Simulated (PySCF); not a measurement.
BGeH3O2, B3GeH6 (calculated)

Computed with PySCF 2.14.0. Calculation on a computer-drawn molecule: the log of a Hartree-Fock and frozen-core CCSD(T) single point meant for a local Hartree-Fock minimum, with one planted fault or none, to be diagnosed. Offsets are logged minus clean, where the clean run is the same molecule without the fault. The reference is restricted for singlets and unrestricted otherwise, and also for a bond in bohr or an excited solution. Adding or removing an electron swaps singlet and doublet. The excited solution moves the top pair (singlet) or top alpha electron (doublet) to the lowest empty orbital. Highest occupied and lowest empty are orbital energies over both spins, largest force is the largest gradient component, triples share is (T) over the correlation energy, the T1 limit is 0.02 restricted and 0.045 unrestricted, electrons count all cores, a negative frequency is imaginary (commonest isotopes), and the dipole is about the centre of nuclear charge; on germanium a core potential holds 10 electrons, which the energies leave out, and 3d is frozen in MP2 and coupled-cluster steps.

Common to all runs: meant charge 0; meant basis cc-pVDZ; meant basis and core potential on germanium cc-pVDZ-PP ECP10MDF; logged SCF converged yes; logged CC converged yes; logged SCF stable within its kind yes; possible faults no fault, one electron removed, one electron added, multiplicity raised by two, geometry at a saddle point, SCF held on an excited solution, minimal basis STO-3G, one bond length entered in bohr, all coordinates scaled.

```json
{"entry": 1, "formula": "BGeH3O2", "logged_structure": {"atoms_angstrom": [["B", -0.2175, -0.6863, -0.0015], ["Ge", -1.217, 1.1053, 0.2659], ["O", -2.0287, 2.0854, -0.733], ["O", -0.89, 1.8129, 3.4944], ["H", 0.942, -0.6769, -0.2789], ["H", -0.8092, -1.7136, 0.1256], ["H", -1.3067, 2.6218, 3.7649]]}, "given": {"meant_multiplicity": 1, "logged_electrons": 56, "logged_basis_functions": 80, "logged_spin_squared": 1.0352, "logged_highest_occupied [eV]": -8.7648, "logged_lowest_empty [eV]": 0.59914, "logged_largest_force [hartree/bohr]": 0.017981, "logged_T1_diagnostic": 0.034476, "logged_D1_diagnostic": 0.14735, "logged_triples_share": 0.032378, "logged_dipole_magnitude [debye]": 3.6588, "logged_energy_HF [hartree]": -469.39587, "logged_energy_CCSD(T) [hartree]": -469.95218, "drawn_bonds_atom": [1, 2, 2, 1, 1, 4], "drawn_bonds_other_atom": [2, 3, 4, 5, 6, 7], "drawn_bonds_order": [1, 2, 1, 1, 1, 1]}, "results": {"planted_fault": "one bond length entered in bohr, row 3 of the drawn bonds", "HF_energy_offset_from_clean_run [kcal/mol]": 62.11, "CCSD(T)_energy_offset_from_clean_run [kcal/mol]": 82.43}}
{"entry": 2, "formula": "B3GeH6", "logged_structure": {"atoms_angstrom": [["B", -1.1496, 0.9215, -1.7893], ["Ge", 0.674, 1.8466, -1.3137], ["B", 2.0325, 0.8902, -0.0303], ["B", 1.1392, 3.7277, -2.1216], ["H", -1.9484, 1.467, -2.5358], ["H", -1.4322, -0.1727, -1.3247], ["H", 1.7734, -0.2047, 0.4461], ["H", 3.0972, 1.4177, 0.2544], ["H", 2.1972, 4.2762, -1.8524], ["H", 0.3569, 4.2944, -2.8698]]}, "given": {"meant_multiplicity": 2, "logged_electrons": 53, "logged_basis_functions": 95, "logged_spin_squared": 0.7599, "logged_highest_occupied [eV]": -8.2321, "logged_lowest_empty [eV]": -0.32519, "logged_largest_force [hartree/bohr]": 0.0097716, "logged_T1_diagnostic": 0.014911, "logged_D1_diagnostic": 0.073614, "logged_triples_share": 0.028051, "logged_dipole_magnitude [debye]": 0.00069909, "logged_energy_HF [hartree]": -370.8288, "logged_energy_CCSD(T) [hartree]": -371.22609, "drawn_bonds_atom": [1, 2, 2, 1, 1, 3, 3, 4, 4], "drawn_bonds_other_atom": [2, 3, 4, 5, 6, 7, 8, 9, 10], "drawn_bonds_order": [1, 1, 1, 1, 1, 1, 1, 1, 1]}, "results": {"planted_fault": "all coordinates scaled, by +1.9 %", "HF_energy_offset_from_clean_run [kcal/mol]": 1.657, "CCSD(T)_energy_offset_from_clean_run [kcal/mol]": 0.4351}}
```
